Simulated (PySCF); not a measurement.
Al2HN (calculated)

Computed with PySCF 2.14.0. Calculation on a computer-drawn molecule: the log of a Hartree-Fock and frozen-core CCSD(T) single point meant for a local Hartree-Fock minimum, with one planted fault or none, to be diagnosed. Offsets are logged minus clean, where the clean run is the same molecule without the fault. The reference is restricted for singlets and unrestricted otherwise, and also for a bond in bohr or an excited solution. Adding or removing an electron swaps singlet and doublet. The excited solution moves the top pair (singlet) or top alpha electron (doublet) to the lowest empty orbital. Highest occupied and lowest empty are orbital energies over both spins, largest force is the largest gradient component, triples share is (T) over the correlation energy, the T1 limit is 0.02 restricted and 0.045 unrestricted, electrons count all cores, a negative frequency is imaginary (commonest isotopes), and the dipole is about the centre of nuclear charge.

```xyz
4
formula=Al2HN meant_charge=0 meant_multiplicity=1 meant_basis=cc-pV(D+d)Z logged_electrons=34 logged_basis_functions=65 logged_SCF_converged=yes logged_spin_squared=0 logged_highest_occupied=-7.183 logged_lowest_empty=1.4864 logged_largest_force=9.733e-06 logged_lowest_frequency=67.652 logged_T1_diagnostic=0.026353 logged_D1_diagnostic=0.052242 logged_triples_share=0.043786 logged_CC_converged=yes logged_dipole_magnitude=5.5883 logged_SCF_stable_within_its_kind=yes logged_energy_HF=-538.85335 logged_energy_CCSD(T)=-539.16335 possible_faults=no_fault,one_electron_removed,one_electron_added,multiplicity_raised_by_two,geometry_at_a_saddle_point,SCF_held_on_an_excited_solution,minimal_basis_STO-3G,one_bond_length_entered_in_bohr,all_coordinates_scaled
Al    -0.6124     0.2031     3.8608
N     -1.0226     0.7935     2.2556
Al    -1.4054     1.3450     0.7572
H     -1.7681     1.8676    -0.6631
```

Units: logged_highest_occupied, logged_lowest_empty in eV; logged_largest_force in hartree/bohr; logged_lowest_frequency in cm⁻¹; logged_dipole_magnitude in debye; logged_energy_HF, logged_energy_CCSD(T) in hartree.

Drawn bonds:
```tsv
atom	other atom	order
1	2	1
2	3	2
3	4	1
```

Notes: T1 above single-reference limit.

**Q.** Which fault was planted in the run of Al2HN?
**A.** no fault

Further results for Al2HN:

| Quantity | Value |
| --- | --- |
| HF energy offset from clean run | 0 kcal/mol |
| CCSD(T) energy offset from clean run | 0 kcal/mol |
